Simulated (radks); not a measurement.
Values are calculated unless marked as measured or tabulated.
Task: These are the eigenvalues of the occupied orbitals of an atom or ion with whole-number occupations (eV). Code: a radial shooting solver on a logarithmic mesh with Libxc functionals. Model: scalar-relativistic Kohn-Sham, LDA (Slater exchange, VWN5 correlation), spin-polarised, spherical densities, finite nucleus; Fermi nuclear charge, rms radius of each element as measured or else 0.836 A^(1/3) + 0.57 fm.

| orbital | eigenvalue |
|---|---|
| 1s up | -5326.961 |

Which element is it, and in what charge state? The configuration may be excited. Open shells, if any, are filled with parallel spins first.

Result: Z = 20, calcium, charge +19: Ca19+ in 1s1. The 1s level, -195.76 hartree, gives Z - s = 19.8 by -(Z - s)^2/2, which with screening and relativity narrows Z to a few neighbours, and with so few levels the electron count can be read from the list.
